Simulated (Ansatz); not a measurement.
Two members of one family (Series SeX2), computed with Ansatz in the gas phase. The two geometries come from different levels. Binding counts from free atoms in the multiplicity of their measured ground term, without zero-point energy. A dash marks a value that wasn't run or was left out as unsound. The structures are stationary points that may keep the symmetry of their start. Remarks come from the PBE and PBE0 runs and from stability tests at other levels; not every state was tested. HOMO above LUMO (over both spins in singlets and doublets, within one spin in higher multiplets; at PBE or PBE0), or a gap under 0.15 eV within one spin, warns that the state may not be the lowest or that an electron is smeared out.

First: SeMe2 (singlet, charge 0, PBE0-D4/def2-TZVP geometry).

```tsv
atom	x (Å)	y (Å)	z (Å)
Se1	1.222	-0.428	-0.027
C2	-0.224	-0.736	1.230
H3	-1.061	-1.224	0.733
H4	-0.544	0.205	1.677
H5	0.164	-1.391	2.010
C6	0.236	0.732	-1.231
H7	-0.092	1.629	-0.708
H8	-0.619	0.202	-1.650
H9	0.917	1.011	-2.035
```

```
                 level  HOMO (eV)  LUMO (eV)  gap (eV)  vertical IE (eV)  vertical triplet (eV)  binding per atom (eV)
       PBE-D4/def2-SVP      -4.65      -0.06      4.59                 –                      –                   3.68
      PBE-D4/def2-TZVP      -4.84      -0.43      4.41              8.21                   4.25                   3.67
     BLYP-D4/def2-TZVP      -4.70      -0.37      4.34                 –                      –                   3.60
   r2SCAN-D4/def2-TZVP      -5.08      -0.11      4.96              8.22                   4.32                   3.62
CAM-B3LYP-D4/def2-TZVP      -7.32       1.43      8.75                 –                      –                   3.62
```

Second: Se(GeH3)2 (singlet, charge 0, PBE0-D4/def2-SVP geometry).

```
atom   x (Å)   y (Å)   z (Å)
 Se1   0.355  -0.396   1.530
 Ge2   1.039  -1.295  -0.537
  H3   1.941  -2.489  -0.193
  H4   1.818  -0.241  -1.345
  H5  -0.188  -1.758  -1.346
 Ge6  -1.022   1.278   0.605
  H7  -1.563   2.078   1.800
  H8  -2.178   0.638  -0.186
  H9  -0.200   2.185  -0.328
```

Question: Estimate how these quantities change from the first to the second (second minus first).

Answer: 
| level | Δ HOMO (eV) | Δ LUMO (eV) | Δ gap (eV) | Δ vertical IE (eV) | Δ vertical triplet (eV) | Δ binding per atom (eV) |
| --- | --- | --- | --- | --- | --- | --- |
| PBE-D4/def2-SVP | -0.97 | -0.98 | -0.01 | – | – | -1.03 |
| PBE-D4/def2-TZVP | -0.90 | -0.77 | 0.13 | 0.48 | 0.25 | -1.02 |
| BLYP-D4/def2-TZVP | -0.87 | -0.76 | 0.12 | – | – | -0.98 |
| r2SCAN-D4/def2-TZVP | -0.94 | -0.80 | 0.13 | 0.56 | 0.35 | -0.93 |
| CAM-B3LYP-D4/def2-TZVP | -0.78 | -0.81 | -0.03 | – | – | -0.95 |

Remarks: gap within one spin near zero at PBE or PBE0 (triplet).
